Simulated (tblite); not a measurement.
Run record: tight-binding relaxation, `N(=C\[C@@H]1CC[N@+]1([BH3-])C)/[H]`.

Computed with GFN2-xTB geometry optimisation, gas phase (tblite 0.8.0). Start geometry: from a force field or distance geometry. The command runs a driver script over a list of jobs; the input below is this job's line of settings and its coordinates in Å.

Command:
```bash
OMP_NUM_THREADS=1 python probes_run.py task.json out
```

Input:
```
{"job": {"kind": "relax", "xc": "GFN2-xTB", "basis": "xTB"}, "charge": 0, "multiplicity": 1}
B     -1.666600    -0.773100    -0.870800
N     -0.550700     0.139700    -0.383400
C     -0.802400     1.538800    -0.404900
C      0.703600    -0.285900    -0.989600
C      0.707200    -1.389100     0.079800
C      0.024000    -0.305500     0.888800
C      1.078500     0.590700     1.436400
N      2.300300     0.183700     1.639900
H     -1.304200    -1.554200    -1.676900
H     -2.132300    -1.383100     0.041800
H     -2.572000    -0.164600    -1.350300
H      0.035200     2.161200    -0.061100
H     -1.649400     1.737900     0.325100
H     -1.177300     1.916800    -1.393100
H      1.541400     0.420500    -0.824500
H      0.611800    -0.697000    -1.992100
H     -0.019500    -2.166800    -0.204100
H      1.689200    -1.725900     0.406100
H     -0.744300    -0.652400     1.598700
H      0.900900     1.627000     1.715300
H      3.017600     0.798200     2.018500
```

Output:
```
step      E/eV     max force
  0    -661.96694    3.824
  1    -662.33481    3.271
  2    -662.50150    0.990
  3    -662.57884    0.504
  4    -662.65370    0.463
  5    -662.68786    0.452
  6    -662.71834    0.326
  7    -662.74314    0.290
  8    -662.76561    0.299
  9    -662.78506    0.290
... (85 lines left out)
 95    -663.27266    0.020
 96    -663.27275    0.022
 97    -663.27285    0.025
 98    -663.27294    0.019
 99    -663.27301    0.022
100    -663.27308    0.022
101    -663.27318    0.030
102    -663.27329    0.037
103    -663.27338    0.026
104    -663.27342    0.009
```

«max force» is the largest atomic force in eV/Å.

Q: From which step on does the largest force stay under 0.1 eV/Å, and how much energy is left to gain from there?

A: From step 65 (0.094 eV/Å), 16.1 meV above the end.

Summary of the converged run: energy lowered by 30.1 kcal/mol over 104 steps; largest atomic force 0.009 eV/Å at the end.

Q: Give the final coordinates.

A: 0.769 Å rms from the input after alignment:
```
atom  x, y, z in Å
B1    -1.9772   -0.4973   -0.6527
N2    -0.4647    0.0753   -0.4204
C3    -0.4823    1.5274   -0.4306
C4     0.5318   -0.5182   -1.3396
C5     1.1933   -1.2705   -0.1853
C6     0.2090   -0.5632    0.7493
C7     0.8034    0.3768    1.7501
N8     2.0472    0.4780    1.8655
H9    -1.8860   -1.6868   -0.6568
H10   -2.6254   -0.0934    0.2650
H11   -2.3347   -0.0617   -1.7030
H12    0.5154    1.9410   -0.2566
H13   -1.1688    1.8894    0.3316
H14   -0.8493    1.8601   -1.3998
H15    1.1657    0.2313   -1.8144
H16    0.0544   -1.1342   -2.0979
H17    1.0808   -2.3497   -0.2219
H18    2.2296   -1.0099    0.0114
H19   -0.4967   -1.2175    1.2673
H20    0.0665    0.9227    2.3551
H21    2.3790    1.1174    2.5832
```

Q: How long does this job take on Arm Neoverse N1, one thread, on a shared host?

A: About 1.2 s.
Labels such as C1 count atoms from 1, the log's own numbers from 0.
